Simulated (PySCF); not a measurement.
## How methods differ on the ionisation energy of Zr²⁺

Zr²⁺ [Kr] 4d2 (3F) → Zr³⁺ [Kr] 4d1 (2D), as a difference of total energies. All numbers are calculated (PySCF 2.14, scalar relativity through the core potential, in cc-pVTZ-PP with ECP28MDF (5s5p4d2f1g, 63 functions)). Correlated levels: valence: 4s2 4p6 frozen. The calculations carry no spin-orbit coupling.

```json
{"method": "UHF", "ionisation energy (eV)": "22.402", "difference from reference (eV)": "-0.768"}
{"method": "r2SCAN", "ionisation energy (eV)": "23.282", "difference from reference (eV)": "+0.112"}
{"method": "PBE0", "ionisation energy (eV)": "23.320", "difference from reference (eV)": "+0.150"}
{"method": "MP2 (valence)", "ionisation energy (eV)": "22.498", "difference from reference (eV)": "-0.672"}
{"method": "SCS-MP2 (valence)", "ionisation energy (eV)": "22.434", "difference from reference (eV)": "-0.736"}
```

Reference: 23.170 eV (semi-empirical (NIST evaluation); NIST Atomic Spectra Database, ionization energies).

The reference lies between the lowest fine-structure levels, while these numbers refer to the centres of the terms.

Errors of the correlated levels include the incompleteness of this basis and the frozen core.
